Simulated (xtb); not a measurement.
C5H14O2Si, charge +1, doublet, geometry from GFN2-xTB (a state made from the parent by changing its charge; the spin is typed, not shown lowest); xtb with GFN2-xTB.

xtb was given this input:
```
$ xtb mol.xyz --gfn 2 --chrg 1 --uhf 1 --ohess --json

# file mol.xyz
22

Si    -0.07034007    -0.46692107     0.40875854
C     -0.61302602    -1.95038314    -0.74377707
O     -1.00321190     0.79676918     0.12855976
C     -2.28898493     1.30687439     0.36180109
C     -3.12653104     0.46283763     1.29526504
O      1.45794344    -0.20060105     0.04953381
C      2.35617708     0.69367005    -0.53632477
C      3.44830266    -0.03606383    -1.28996880
H     -0.01774519    -0.97938541     1.77322163
H     -0.72023187    -1.57524031    -1.75604878
H     -1.55496523    -2.34817324    -0.38814646
H      0.15417414    -2.71270128    -0.70155497
H     -2.15230730     2.31711684     0.76924125
H     -2.77826170     1.41322442    -0.61508112
H     -3.29201733    -0.52752380     0.87706454
H     -4.08968189     0.93967479     1.45101689
H     -2.63094844     0.35364887     2.25806251
H      1.81687508     1.39740034    -1.18153583
H      2.80029083     1.28413498     0.27996857
H      3.02431077    -0.59883476    -2.11962525
H      4.16673149     0.67926440    -1.67821299
H      3.96505903    -0.73666629    -0.63771100
```

Q: Predict the main parts of the log of this xtb run.

A: 
```
   ID    Z sym.   atoms
    1   14 Si     1
    2    6 C      2, 4, 5, 7, 8
    3    8 O      3, 6
    4    1 H      9-22

           -------------------------------------------------
          |                Calculation Setup                |
           -------------------------------------------------

           -------------------------------------------------
          |                 G F N 2 - x T B                 |
           -------------------------------------------------

          ...................................................
          :                      SETUP                      :
          :.................................................:
          :  # basis functions                  52          :
          :  # atomic orbitals                  51          :
          :  # shells                           31          :
          :  # electrons                        49          :
          :  max. iterations                   250          :
          :  Hamiltonian                  GFN2-xTB          :
          :  restarted?                      false          :
          :  GBSA solvation                  false          :
          :  PC potential                    false          :
          :  electronic temp.          300.0000000     K    :
          :  accuracy                    1.0000000          :
          :  -> integral cutoff          0.2500000E+02      :
          :  -> integral neglect         0.1000000E-07      :
          :  -> SCF convergence          0.1000000E-05 Eh   :
          :  -> wf. convergence          0.1000000E-03 e    :
          :  Broyden damping             0.4000000          :
          :  net charge                          1          :
          :  unpaired electrons                  1          :
          ...................................................

 iter      E             dE          RMSdq      gap      omega  full diag
   1    -27.5497377 -0.275497E+02  0.490E+00    7.52       0.0  T
   2    -27.6196055 -0.698678E-01  0.259E+00    6.35       1.0  T
   3    -27.5919527  0.276528E-01  0.202E+00    6.69       1.0  T
   4    -27.6401710 -0.482183E-01  0.582E-01    6.50       1.0  T
   5    -27.6392884  0.882607E-03  0.467E-01    6.54       1.0  T
   6    -27.6433710 -0.408262E-02  0.218E-01    6.54       1.0  T
   7    -27.6438052 -0.434160E-03  0.103E-01    6.57       1.0  T
   8    -27.6438508 -0.456463E-04  0.641E-02    6.55       1.0  T
[...]
         :: total energy             -27.325056551770 Eh    ::
 * total energy  :   -27.3250566 Eh     change       -0.6783551E-10 Eh
   *** GEOMETRY OPTIMIZATION CONVERGED AFTER 1 ITERATIONS ***
         :: total energy             -27.325056551932 Eh    ::
[...]
       7    124.24    -0.90437 ( 97.44%)    -0.78682 (  2.56%)    -0.90136
       8    163.44    -0.74822 ( 99.13%)    -0.70561 (  0.87%)    -0.74785
       9    195.80    -0.64764 ( 99.58%)    -0.65211 (  0.42%)    -0.64766
      10    206.39    -0.61877 ( 99.66%)    -0.63650 (  0.34%)    -0.61883
      11    246.12    -0.52420 ( 99.83%)    -0.58436 (  0.17%)    -0.52431
      12    276.34    -0.46398 ( 99.89%)    -0.55005 (  0.11%)    -0.46407
   ------------------------------------------------------------------------

   temp. (K)  partition function   enthalpy   heat capacity  entropy
                                   cal/mol     cal/K/mol   cal/K/mol   J/K/mol
 298.15  VIB  0.354E+06             6417.145     34.879     42.160
         ROT  0.637E+06              888.752      2.981     29.539
         INT  0.225E+12             7305.897     37.860     71.699
         TR   0.150E+28             1481.254      4.968     40.578
         TOT                        8787.1509    42.8284   112.2760   469.7630

       T/K    H(0)-H(T)+PV         H(T)/Eh          T*S/Eh         G(T)/Eh
   ------------------------------------------------------------------------
    298.15    0.140032E-01    0.194088E+00    0.533460E-01    0.140742E+00
   ------------------------------------------------------------------------

         :::::::::::::::::::::::::::::::::::::::::::::::::::::
         ::                  THERMODYNAMIC                  ::
         :::::::::::::::::::::::::::::::::::::::::::::::::::::
         :: total free energy         -27.184314119319 Eh   ::
         ::.................................................::
         :: total energy              -27.325056551928 Eh   ::
         :: zero point energy           0.180085188400 Eh   ::
         :: G(RRHO) w/o ZPVE           -0.039342755791 Eh   ::
         :: G(RRHO) contrib.            0.140742432609 Eh   ::
         :::::::::::::::::::::::::::::::::::::::::::::::::::::

optimized geometry written to: xtbopt.xyz

           -------------------------------------------------
          | TOTAL ENERGY              -27.325056551928 Eh   |
          | TOTAL ENTHALPY            -27.130968147208 Eh   |
          | TOTAL FREE ENERGY         -27.184314119319 Eh   |
          | GRADIENT NORM               0.000088739921 Eh/α |
          | HOMO-LUMO GAP               6.554367313319 eV   |
           -------------------------------------------------

normal termination of xtb
```
